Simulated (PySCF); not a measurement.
**Xe (xenon, neutral) across methods**

[Kr] 4d10 5s1 5p6 6s1, high-spin 3S determinant (an excited configuration). All numbers are calculated (PySCF 2.14, a scalar-relativistic core potential, in aug-cc-pVQZ-PP with one added diffuse shell each of s, p, d, f, g type with ECP28MDF (8s8p6d4f3g, 117 functions)). The B2PLYP total includes its PT2 part (frozen core); its orbital energies are those of the SCF part.

```csv
method,E (hartree),mean ε 5p α (eV),mean ε 5p β (eV),mean ε 6s α (eV),Σ⟨r²⟩ (bohr²),⟨S²⟩
CAM-B3LYP,-328.5789,-15.634,-14.341,-3.229,87.82,2.001
PBE0,-328.5910,-14.377,-13.088,-2.637,88.08,2.001
TPSSh,-328.4860,-13.677,-12.632,-2.309,88.88,2.001
r2SCAN,-328.7025,-13.456,-12.431,-2.295,88.19,2.003
B2PLYP,-328.3243,-15.637,-13.784,-2.899,89.83,2.004
PBE,-328.5865,-12.865,-12.073,-2.243,87.34,2.000
UHF,-327.45658,-18.088,-15.018,-3.443,94.59,2.010
LDA,-328.1558,-12.913,-12.227,-2.364,85.69,2.000
```

Energies and moments cover only the electrons outside the core potential. The outer electron is Rydberg-like, and this basis confines it to a smaller radius and binds it less than a complete one would.
